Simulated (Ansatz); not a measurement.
Z-matrix (Å, degrees):
```
C
N 1 1.2680
H 2 1.0175 1 121.75
H 2 1.0175 3 116.49 1 179.99
H 1 1.0862 2 119.70 3 180.00
H 1 1.0862 5 120.59 2 -180.00
```
Charge +1, spin multiplicity 1.

Calculation: frozen-core CCSD(T)/cc-pVTZ // PBE0-D3(BJ)/def2-TZVP in Ansatz (an electronic-structure program).

```json
{
  "HF energy": "-94.42371 Ha",
  "MP2 correlation energy": "-0.35799 Ha"
}
```

Estimate the CCSD correlation energy, the (T) correction, the total energy and the T1 diagnostic.


* **CCSD correlation energy**: -0.37981 Ha
* **(T) correction**: -0.01450 Ha
* **CCSD(T) total energy**: -94.81802 Ha
* **T1 diagnostic**: 0.015
